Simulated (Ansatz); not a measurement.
`O[Si]1([O][AlH2])CN1`. The species carries charge 0 and has multiplicity 1. Geometry: relaxed with PBE0-D4/def2-TZVP. It is one conformer, not always the lowest.

```xyz
12

O     2.201    0.497   -0.671
Si    0.645    0.274   -0.235
O     0.461   -1.236    0.305
Al   -0.760   -2.305    0.816
C    -0.376    1.698    0.215
N    -0.610    0.965   -1.115
H     2.797   -0.229   -0.480
H    -1.972   -1.740    1.654
H    -0.545   -3.828    0.463
H    -1.241    1.698    0.875
H     0.074    2.688    0.128
H    -0.673    1.517   -1.955
```

(1) What is the dipole moment at B3LYP/def2-TZVPP? (An estimate is asked.)

(2) And with PBE, r2SCAN, ωB97M-V? (Best estimate.)

(3) Give the Mulliken charges with B3LYP, ωB97M-V, r2SCAN in def2-TZVPP. (An estimate is asked.)

Answers

(1) Ansatz gave: 1.20 D, with components (0.72, -0.89, 0.37) D in this frame, pointing from negative to positive charge.

(2) The calculation gave: PBE 1.10 D, r2SCAN 1.17 D, ωB97M-V 1.24 D.

(3) Computed: 
```
atom  B3LYP  ωB97M-V  r2SCAN
  O1  -0.42    -0.39   -0.43
 Si2   0.68     0.67    0.71
  O3  -0.40    -0.40   -0.44
 Al4   0.50     0.45    0.56
  C5  -0.24    -0.29   -0.19
  N6  -0.39    -0.36   -0.40
  H7   0.20     0.18    0.21
  H8  -0.13    -0.11   -0.15
  H9  -0.13    -0.10   -0.15
 H10   0.10     0.11    0.07
 H11   0.10     0.12    0.08
 H12   0.13     0.11    0.14
```

B3LYP here is the variant with VWN-RPA as its local correlation; programs differ in this.
